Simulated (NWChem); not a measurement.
System: C2H7Si2, doublet; SMILES [SiH2]1C[SiH]C1

NWChem printed, in part:

```
             Northwest Computational Chemistry Package (NWChem) 7.3.0
             --------------------------------------------------------

 CS  symmetry detected

                             Geometry "geometry" -> ""
                             -------------------------

 Output coordinates in angstroms (scale by  1.889725989 to convert to a.u.)

  No.       Tag          Charge          X              Y              Z
 ---- ---------------- ---------- -------------- -------------- --------------
    1 C                    6.0000    -0.21585057     0.04466181    -1.36633400
    2 Si                  14.0000     0.04307929     1.35833019     0.00000000
    3 C                    6.0000    -0.21585057     0.04466181     1.36633400
    4 Si                  14.0000     0.10260847    -1.24348228     0.00000000
    5 H                    1.0000    -1.26160994     0.00166117    -1.71366800
    6 H                    1.0000     0.44608759     0.07682348    -2.24311000
    7 H                    1.0000     1.46827744     1.84059681     0.00000000
    8 H                    1.0000     0.44608759     0.07682348     2.24311000
    9 H                    1.0000    -1.26160994     0.00166117     1.71366800
   10 H                    1.0000     1.52278045    -1.70878299     0.00000000
   11 H                    1.0000    -0.80943499    -2.43259549     0.00000000

 Effective nuclear repulsion energy (a.u.)     209.5075452113

      Symmetry information
      --------------------

 Group name             Cs
 Group number              2
 Group order               2
 No. of unique centers     8

                                 NWChem DFT Module
                                 -----------------

 Summary of "ao basis" -> "ao basis" (spherical)
 ------------------------------------------------------------------------------
       Tag                 Description            Shells   Functions and Types
 ---------------- ------------------------------  ------  ---------------------
 C                          def2-svp                 6       14   3s2p1d
 Si                         def2-svp                 8       18   4s3p1d
 H                          def2-svp                 3        5   2s1p

      Symmetry analysis of basis
      --------------------------

        a'         62
        a"         37

            General Information
            -------------------
          SCF calculation type: DFT
          Wavefunction type:  spin polarized.
          No. of atoms     :    11
          No. of electrons :    47
           Alpha electrons :    24
            Beta electrons :    23
          Charge           :     0
          Spin multiplicity:     2
          Use of symmetry is: on ; symmetry adaption is: on
          Maximum number of iterations: 150
          AO basis - number of functions:    99
                     number of shells:    49
          Convergence on energy requested:  1.00D-06
          Convergence on density requested:  1.00D-05
          Convergence on gradient requested:  5.00D-04

              XC Information
              --------------
                     r^2SCAN0 Method XC Functional
                     Hartree-Fock (Exact) Exchange  0.250
               r^2SCAN metaGGA Exchange Functional  0.750
                     r^2SCAN Correlation Potential  1.000

             Grid Information
             ----------------
          Grid used for XC integration:  medium
          Radial quadrature: Mura-Knowles
          Angular quadrature: Lebedev.
          Tag              B.-S. Rad. Rad. Pts. Rad. Cut. Ang. Pts.
          ---              ---------- --------- --------- ---------
          C                   0.70       49          10.0       434
          Si                  1.10       88          11.0       590
          H                   0.35       45          12.0       434
          Grid pruning is: on
          Number of quadrature shells:   450
          Spatial weights used:  Erf1

      Superposition of Atomic Density Guess
      -------------------------------------

 Sum of atomic energies:        -656.22166279

      Non-variational initial energy
      ------------------------------

 Total energy =    -658.399057
 1-e energy   =   -1321.879975
 2-e energy   =     453.973373
 HOMO         =      -0.131334
 LUMO         =       0.046005

   Symmetry analysis of molecular orbitals - initial alpha
   -------------------------------------------------------

  Numbering of irreducible representations:

     1 a'          2 a"

  Orbital symmetries:

     1 a'          2 a'          3 a'          4 a"          5 a'
     6 a'          7 a'          8 a'          9 a"         10 a'
    11 a"         12 a'         13 a'         14 a"         15 a'
    16 a'         17 a'         18 a"         19 a'         20 a'
    21 a"         22 a"         23 a'         24 a'         25 a"
    26 a'         27 a'         28 a"         29 a'         30 a'
    31 a"         32 a'         33 a"         34 a'

   Symmetry analysis of molecular orbitals - initial beta
   ------------------------------------------------------

  Numbering of irreducible representations:

     1 a'          2 a"

  Orbital symmetries:

     1 a'          2 a'          3 a'          4 a"          5 a'
     6 a'          7 a'          8 a'          9 a"         10 a'
    11 a"         12 a'         13 a'         14 a"         15 a'
    16 a'         17 a'         18 a"         19 a'         20 a'
    21 a"         22 a"         23 a'         24 a'         25 a"
    26 a'         27 a'         28 a"         29 a'         30 a'
    31 a"         32 a'         33 a"         34 a'

     ---------------------------------------------
      Total Density - Mulliken Population Analysis
     ---------------------------------------------

    Atom       Charge   Shell Charges
 -----------   ------   -------------------------------------------------------
    1 C    6     6.75   1.99  0.98  0.34  2.11  1.31  0.01
    2 Si  14    13.53   2.00  1.99  1.07  0.39  5.93  0.99  1.00  0.15
    3 C    6     6.75   1.99  0.98  0.34  2.11  1.31  0.01
    4 Si  14    13.41   2.00  1.99  0.99  0.26  5.94  1.09  0.96  0.19
    5 H    1     0.84   0.64  0.17  0.03
    6 H    1     0.85   0.64  0.18  0.03
    7 H    1     1.06   0.69  0.37  0.01
    8 H    1     0.85   0.64  0.18  0.03
    9 H    1     0.84   0.64  0.17  0.03
   10 H    1     1.06   0.70  0.35  0.01
   11 H    1     1.07   0.69  0.36  0.01

     --------------------------------------------
      Spin Density - Mulliken Population Analysis
     --------------------------------------------

    Atom       Charge   Shell Charges
 -----------   ------   -------------------------------------------------------
    1 C    6     0.08   0.00  0.00 -0.00  0.05  0.02  0.00
    2 Si  14     0.72   0.00  0.00  0.07  0.08  0.00  0.19  0.37  0.00
    3 C    6     0.08   0.00  0.00 -0.00  0.05  0.02  0.00
    4 Si  14     0.03   0.00  0.00  0.01  0.00  0.00  0.00  0.00  0.02
    5 H    1     0.01   0.01 -0.00  0.00
    6 H    1     0.01   0.00  0.00  0.00
    7 H    1     0.04   0.03  0.02  0.00
    8 H    1     0.01   0.00  0.00  0.00
    9 H    1     0.01   0.01 -0.00  0.00
   10 H    1     0.00   0.00  0.00 -0.00
   11 H    1     0.03   0.02  0.02  0.00

   convergence    iter        energy       DeltaE   RMS-Dens  Diis-err
 ---------------- ----- ----------------- --------- --------- ---------
 d= 0,ls=0.0,diis     1   -658.9724129742 -8.68D+02  3.83D-03  5.80D-02
                                                     2.72D-03  5.31D-02
 d= 0,ls=0.0,diis     2   -658.9980460458 -2.56D-02  1.59D-03  1.72D-02
                                                     1.50D-03  1.74D-02
 d= 0,ls=0.0,diis     3   -659.0059964263 -7.95D-03  6.45D-04  5.13D-03
                                                     5.38D-04  4.81D-03
 d= 0,ls=0.0,diis     4   -659.0088249879 -2.83D-03  1.39D-04  7.54D-05
                                                     1.12D-04  7.37D-05
 d= 0,ls=0.0,diis     5   -659.0088868516 -6.19D-05  5.96D-05  1.03D-05
                                                     5.01D-05  9.09D-06
  Resetting Diis
 d= 0,ls=0.0,diis     6   -659.0088985554 -1.17D-05  1.47D-05  3.50D-07
                                                     1.69D-05  5.05D-07
 d= 0,ls=0.0,diis     7   -659.0088994923 -9.37D-07  7.05D-06  9.74D-08
                                                     4.23D-06  5.26D-08

         Total DFT energy =     -659.008899492297
      One electron energy =    -1325.607674822836
           Coulomb energy =      512.263925308969
    Exchange-Corr. energy =      -55.172695189744
 Nuclear repulsion energy =      209.507545211314

 Numeric. integr. density =       47.000013945651

                  Occupations of the irreducible representations
                  ----------------------------------------------

                     irrep           alpha         beta
                     --------     --------     --------
                     a'               17.0         16.0
                     a"                7.0          7.0

                    DFT Final Alpha Molecular Orbital Analysis
                    ------------------------------------------

 Vector   22  Occ=1.000000D+00  E=-3.239688D-01  Symmetry=a"
              MO Center= -1.3D-01,  1.1D-01,  1.4D-13, r^2= 3.1D+00
   Bfn.  Coefficient  Atom+Function         Bfn.  Coefficient  Atom+Function
  ----- ------------  ---------------      ----- ------------  ---------------
     5      0.322254   1 C  py               37     -0.322254   3 C  py
    24     -0.234280   2 Si pz                8      0.214458   1 C  py
    40     -0.214458   3 C  py               56      0.203447   4 Si pz
    27     -0.177282   2 Si pz               59      0.162726   4 Si pz
    21      0.130276   2 Si pz               53     -0.113019   4 Si pz

[...]
```

Level: r2SCAN0/def2-SVP, spin-unrestricted. In the optimisation the excess spin sits in a' (Cs, its own frame). Coordinates come from a PBE0/def2-SVP, spin-unrestricted optimisation. Not confirmed as a minimum by frequencies. No stability test was run on the SCF state.

**Question.** Write an input that gives this output.

**Answer.** This is not unique; one that fits is the input that was run:
```
start job
memory heap 200 mb stack 900 mb global 1100 mb
geometry units angstroms noautoz
  C     -0.145073    -0.076210    -1.366334
  Si     0.169470    -1.377683     0.000000
  C     -0.145073    -0.076210     1.366334
  Si     0.118336     1.224308     0.000000
  H     -1.191715    -0.077706    -1.713668
  H      0.517634    -0.080202    -2.243110
  H      1.613882    -1.798925     0.000000
  H      0.517634    -0.080202     2.243110
  H     -1.191715    -0.077706     1.713668
  H      1.517443     1.749563     0.000000
  H     -0.843435     2.373573     0.000000
end
basis spherical
  * library def2-svp
end
dft
  odft
  mult 2
  xc r2scan0
  iterations 150
  mulliken
end
task dft energy
```
